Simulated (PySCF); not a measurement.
Start geometry of `C=CCB[AsH2]` from GFN2-xTB (Å):
```
atom  x, y, z in Å
C1    -1.5680    0.7735   -0.4933
C2    -1.2940    0.4212    0.7350
C3     0.0744    0.5063    1.3099
B4     0.6613   -0.8840    0.8039
As5    1.5635   -1.0487   -0.9584
H6    -2.5903    0.7269   -0.8973
H7    -0.8326    1.2230   -1.1531
H8    -2.0304   -0.0050    1.3702
H9     0.6179    1.3782    0.9260
H10    0.0307    0.6149    2.4110
H11    0.2864   -1.8571    1.3950
H12    2.6164   -1.9940   -0.4396
H13    2.4707    0.1278   -0.7416
```

Task: What comes out of this run: PBE0-D3(BJ)/def2-SVP geometry optimisation, gas phase (PySCF)?

Result: 
```
atom  x, y, z in Å
C1    -1.727    0.766   -0.470
C2    -1.338    0.421    0.764
C3     0.080    0.476    1.263
B4     0.501   -0.919    0.684
As5    1.582   -1.102   -1.011
H6    -2.767    0.661   -0.789
H7    -1.020    1.176   -1.199
H8    -2.079   -0.012    1.447
H9     0.630    1.334    0.851
H10    0.104    0.512    2.362
H11    0.029   -1.925    1.163
H12    2.357   -2.336   -0.585
H13    2.674   -0.113   -0.629
```

The energy falls by 0.163 eV over 10 energy and gradient evaluations, the largest force component goes from 0.0347 to 2.5e-04 Eh/bohr, and the atoms move by 0.164 Å rms after alignment. Among the bonds, C1=C2, B4–As5 and C2–H8 change most and about equally (+0.033 to +0.034 Å). Bonds longer at the end by more than 0.005 Å: 8 of 12; shorter: 3. Among the angles that change most is H12–As5–H13, from 91.1° to 95.2°. Among the dihedrals that turn most is H9–C3–B4–As5, from -30° to -16°. Rotational constants go from 6647, 1566, 1365 to 6840, 1461, 1300 MHz. The orientation of the end geometry is arbitrary; only internal coordinates are fixed.

The run used 128 basis functions and 65 SCF cycles in all.

Not checked by PBE0-D3(BJ)/def2-SVP frequencies. One conformer, not necessarily the lowest.
